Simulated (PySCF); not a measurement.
**Nuclear quadrupole coupling in `O=C[SiH2]O[SiH3]`**

CH₆O₂Si₂.
Geometry (PBE0-D3(BJ)/def2-SVP, Å), atoms numbered from 1 in this order:
```xyz
11
CH6O2Si2 angstrom
O      1.2798    1.3966    0.5768
C      1.8197    0.3228    0.4431
Si     0.7593   -1.1657   -0.1725
O     -0.7558   -0.5606   -0.3680
Si    -1.6429    0.8505   -0.2428
H      2.9152    0.2187    0.6783
H      1.3201   -1.6733   -1.4590
H      0.7901   -2.2539    0.8477
H     -3.0354    0.4979   -0.6466
H     -1.1227    1.8935   -1.1713
H     -1.6614    1.3509    1.1604
```

Field gradients from the PBE0/pcSseg-1 density (PySCF, non-relativistic), principal values in atomic units, ordered |Vxx| ≤ |Vyy| ≤ |Vzz|:

```tsv
atom	Vxx	Vyy	Vzz
O1	0.3699	1.7735	-2.1435
O4	-0.4648	-0.6901	1.1549
```

Task: Find the asymmetry η = (Vxx − Vyy)/Vzz and the couplings χ = eQV/h (234.96 MHz × Q in barn × V in au), with Q(17O) = −0.0256 b.

Result: 
```
atom      environment  nucleus     η  χzz (MHz)  χxx (MHz)  χyy (MHz)
  O1  carbonyl oxygen      17O  0.65      12.89      -2.23     -10.67
  O4  siloxane oxygen      17O  0.20      -6.95       2.80       4.15
```

Task: What is Vzz at O4 in SI units (1 au = 9.71736 × 10²¹ V/m²)?

Result: 1.1549 au = 11.222 × 10²¹ V/m².

Task: What couplings would deuterons (Q(2H) = 0.00286 b) have in place of the hydrogens, at this geometry?

Result: 
| atom | bonded to | bond length (Å) | Vzz (au) | η | χzz (kHz) |
| --- | --- | --- | --- | --- | --- |
| H6 | C2 | 1.125 | 0.2427 | 0.01 | 163 |
| H7 | Si3 | 1.492 | 0.1366 | 0.03 | 92 |
| H8 | Si3 | 1.492 | 0.1368 | 0.03 | 92 |
| H9 | Si5 | 1.492 | 0.1379 | 0.03 | 93 |
| H10 | Si5 | 1.490 | 0.1399 | 0.07 | 94 |
| H11 | Si5 | 1.490 | 0.1401 | 0.07 | 94 |

The structure is a single PBE0-D3(BJ)/def2-SVP conformer in the gas phase; no vibrational or solvent corrections. A larger basis could move these couplings by a tenth or more.

These values come from a run that also computed NMR shieldings. On one thread, x86-64 server, shared host, this took 11 s wall.
